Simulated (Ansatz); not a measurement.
`C[O][Ga]([CH3])[F]` + HCl → `C[O][Ga]([CH3])[Cl]` + H–F  (ligand exchange at a Ga–F bond)

Gas-phase electronic energies from Ansatz, PBE0-D4/def2-TZVP geometries. CCSD(T)/CBS adds triple-zeta CCSD(T) − MP2 to the extrapolated MP2 energy (def2 sets, frozen cores). This one scheme is used for every species. DFT in def2-TZVPP. For Ga outer-core shells are correlated without core-valence functions, which leaves a few kJ/mol of doubt a bond. Scalar relativity is left out up to krypton. Each species was taken in one conformer, which may not be the lowest.

```
             level  ΔE (kcal/mol)
        r2SCAN0-D4           -8.3
SCS-MP2/def2-QZVPP           -7.4
```

Question: What does CCSD(T)/CBS give? (An estimate is asked.)

Answer: The calculation gave: -8.5 kcal/mol. The listed levels differ from it by 0.2, 1.1 kcal/mol.

Largest T1 diagnostic among the species: 0.014.

From PBE to PBE0 (25 % exact exchange), in def2-TZVPP and without D4, ΔE moves by −1.4 kcal/mol. At CCSD(T), def2-SVP lies +3.9 kcal/mol from the extrapolated value and def2-TZVPP +1.1 kcal/mol.
